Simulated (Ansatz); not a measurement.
Diatomic TcCl, multiplicity 5 (an upper state: multiplicity 7 came lower at CCSD(T)/def2-TZVPP on PBE0 minima). No spin–orbit coupling. The T1 diagnostic near the minimum is 0.082, so single-reference values are doubtful.

The constants come from a fifth-degree fit in 1/R (seven points, main isotopes). Runs in def2 and cc sets follow the lowest solution found near the PBE0 minimum.

Codes used: Ansatz (a quantum-chemistry and plane-wave program) with Gaussian orbitals. Values without a source in brackets are computed. In def2 rows elements past Kr take small-core potentials, without spin–orbit coupling.

Energies at PBE0/def2-TZVPP:

```
R (Å)       E (hartree)
--------  -------------
2.062906  -540.82140267
2.118360  -540.82638958
2.169379  -540.82874180
2.227051  -540.82938227
2.284724  -540.82837601
2.351269  -540.82568689
2.428905  -540.82109043
```

Q: With a reduced mass of 25.6963 u, find the minimum, the force constant and the constants.

A: A fifth-degree polynomial in 1/R puts the minimum at r_e = 2.2182 Å with force constant 224 N/m. Then ω_e = (1/2πc)√(k/μ) = 385 cm⁻¹ and B_e = h/(8π²cμr_e²) = 0.1333 cm⁻¹; the cubic and quartic terms give α_e = 0.00070 and ω_e x_e = 1.5 cm⁻¹.
